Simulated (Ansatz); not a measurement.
Reaction (ligand exchange at the Si–S bond): `C[Se][SiH2]S` + HCl → `C[Se][SiH2]Cl` + H₂S

Isolated molecules relaxed with PBE0-D4/def2-TZVP in Ansatz; ΔE leaves out vibrations. CCSD(T)/CBS adds triple-zeta CCSD(T) − MP2 to the extrapolated MP2 energy (def2 sets, frozen cores). This one scheme is used for every species. Functionals use def2-TZVPP. B3LYP here is the variant with VWN-RPA as its local correlation; programs differ in this. For Se outer-core shells are correlated without core-valence functions, which leaves a few kJ/mol of doubt a bond. Scalar relativity is left out up to krypton. Each species was taken in one conformer, which may not be the lowest.

(1) Is it downhill or uphill in electronic energy at CCSD(T)/CBS, and by how much? (An estimate is asked.)

(2) What do these levels give: PBE-D4, PBE0-D4, B3LYP-D4, ωB97X-V, B2PLYP, B3LYP, HF/def2-TZVPP, MP2/def2-TZVPP, SCS-MP2/def2-TZVPP, HF/def2-QZVPP, MP2/def2-QZVPP, CCSD/CBS(def2)? (An estimate is asked.)

Largest T1 diagnostic among the species: 0.010.

Answers

(1) Ansatz gave: Downhill: ΔE = -0.36 eV.

(2) Computed: PBE-D4 -0.30, PBE0-D4 -0.32, B3LYP-D4 -0.36, ωB97X-V -0.37, B2PLYP -0.38, B3LYP -0.40, HF/def2-TZVPP -0.47, MP2/def2-TZVPP -0.35, SCS-MP2/def2-TZVPP -0.37, HF/def2-QZVPP -0.48, MP2/def2-QZVPP -0.36, CCSD/CBS(def2) -0.38 eV.

The D4 term adds +0.03 eV with B3LYP and +0.02 eV with PBE0; it sums over pairs of atoms, weighted by their polarisabilities, and B3LYP, whose exchange is more repulsive, gets the larger term. In def2-TZVPP, CCSD(T) changes the Hartree–Fock value by +0.12 eV (the triples alone add +0.02 eV) and MP2 by +0.12 eV.
